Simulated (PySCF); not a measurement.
**Assigning NMR signals**

Mapped SMILES: `[CH3:1][CH2:2][O:3][CH2:4][O:5][SiH3:6]`. Each H is labelled by its parent atom.

In vacuum, fast rotation and ring inversion assumed for equivalent nuclei, no relativistic terms, single conformer. GFN2-xTB geometry; shieldings: GIAO PBE0/pcSseg-1; PySCF 2.14.0 with density-fitted response routines.

Referencing at the same level of theory: 13C (σ = 186.93 ppm) and 1H (σ = 31.72 ppm) vs TMS.

Question: Assign these signals to the numbered atoms. 13C{1H} NMR (computed): δ 95.8 (CH2), 69.1 (CH2), 17.8 (CH3).

Answer: 
```tsv
δ (ppm)	atoms	environment	reason
95.8	C4	sp3 carbon bearing two oxygens	2 electronegative neighbours deshield it
69.1	C2	sp3 CH2 bonded to O	deshielded by the electronegative neighbour
17.8	C1	methyl carbon	saturated and bonded to C and H only
```

Question: Assign these signals to the numbered atoms. 1H NMR (400 MHz, computed): δ 5.24 (s, 2H), 4.69 (s, 3H), 3.95 (q, 2H), 1.20 (t, 3H).

Answer: 
5.24 → H(C4), hydrogen on an sp3 carbon bearing two oxygens: its carbon carries O, hence the downfield position
4.69 → H(Si6), hydrogen on a silicon bonded to O
3.95 → H(C2), hydrogen on an sp3 CH2 bonded to O: its carbon carries O, hence the downfield position
1.20 → H(C1), hydrogen on a methyl carbon

Shifts are as computed. Against solution values, carbons near 30 ppm lie about +3 ppm off and those near 130 ppm about +5 ppm (rms about the fit 2.1 ppm; single classes can miss by 10 ppm). Of 1328 compounds with measured shifts, 309 miss one by over three times the rms of a fit or turn the order of signals round; such compounds aren't used in these exercises. Signals without a measured value on file couldn't be tested in this way; 1H shifts scatter by 0.2 ppm about their fit, and single ones miss by 0.5 ppm. No couplings were computed; multiplicities are counted from neighbouring protons, with m where these are inequivalent, close in shift, in a saturated or five-membered ring or joined by F or P, and br s for small geminal =CH2 splittings.
